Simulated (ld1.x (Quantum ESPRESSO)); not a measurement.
What the settings do to the RRKJ potential of Ag (Z = 47)

Base potential:

silver, norm-conserving RRKJ (Kleinman–Bylander form), made with ld1.x (Quantum ESPRESSO) 7.5 (PBE, scalar-relativistic). Core [Ar] 3d10 4s2, reference 4p6 4d9 5s2 5p0. Waves: 4p (bound): rc 1.65 bohr; 4d (bound): rc 1.90 bohr; 5s (bound): rc 2.20 bohr. Local part: the s channel. Core correction: none.

All-electron outer shells of the reference configuration (PBE, scalar-relativistic, ld1.x):

```json
{"shell": "3d", "level (eV)": "-362.96", "outermost node (bohr)": "–", "outermost maximum (bohr)": "0.27"}
{"shell": "4s", "level (eV)": "-99.20", "outermost node (bohr)": "0.44", "outermost maximum (bohr)": "0.82"}
{"shell": "4p", "level (eV)": "-62.55", "outermost node (bohr)": "0.44", "outermost maximum (bohr)": "0.87"}
{"shell": "4d", "level (eV)": "-10.71", "outermost node (bohr)": "0.43", "outermost maximum (bohr)": "1.03"}
{"shell": "5s", "level (eV)": "-5.55", "outermost node (bohr)": "1.10", "outermost maximum (bohr)": "2.40"}
{"shell": "5p", "level (eV)": "-1.23", "outermost node (bohr)": "1.24", "outermost maximum (bohr)": "3.40"}
```

Cutoffs, loose and tight: the cutoffs (Ry, on a coarse ladder) from which the occupation-weighted sum of valence levels, in a spherical-Bessel basis at the reference potential, stays within 10 and 1 mRy of its value at 400 Ry. They do not see the model core or the augmentation charge, which bear on the density cutoff. Test errors are all-electron minus pseudo excitation energies from the reference, over the configurations 4p6 4d10 5s1 5p0; 4p6 4d10 5s0 5p0; 4p6 4d9 5s0 5p0; 4p6 4d10 5s0.5 5p0; 4p6 4d9 5s1 5p0; 4p6 4d8 5s0 5p0; 4p5 4d10 5s1 5p0. A dash means not determined; rows that change the core or the reference have their own tests. The largest error is taken over the tests solved by every variant that gives reliable tests at all: 4p5 4d10 5s1 5p0; 4p6 4d10 5s0 5p0; 4p6 4d10 5s0.5 5p0; 4p6 4d8 5s0 5p0; 4p6 4d9 5s0 5p0; 4p6 4d9 5s1 5p0.

```tsv
change	outcome	cutoff, loose	cutoff, tight	bound ghosts	largest test error (meV)
base	generated	45 Ry	70 Ry	none	-195
core correction a·sin(br)/r model core inside 1.64 bohr	generated	45 Ry	70 Ry	none	-198
wave 5s (bound): rc 2.20 bohr becomes 5s (bound): rc 3.30 bohr	generated	45 Ry	60 Ry	none	-438
all radii scaled by about 0.79 (s 1.72, p 1.30, d 1.50 bohr)	generated	80 Ry	140 Ry	none	-105
```

Question: What comes out with this change to the base: wave 4p (bound): rc 1.65 bohr becomes 4p (bound): rc 2.00 bohr?

Answer: outcome: generated; cutoff, loose: 45 Ry; cutoff, tight: 60 Ry; bound ghosts: none; largest test error (meV): -137.

Question: What comes out with this change to the base: functional LDA (PZ)?

Answer: outcome: generated; cutoff, loose: 45 Ry; cutoff, tight: 60 Ry; bound ghosts: none; largest test error (meV): -202.

Question: What comes out with this change to the base: wave 4d (bound): rc 1.90 bohr becomes 4d (bound): rc 1.68 bohr?

Answer: outcome: generated; cutoff, loose: 55 Ry; cutoff, tight: 60 Ry; bound ghosts: none; largest test error (meV): -154.
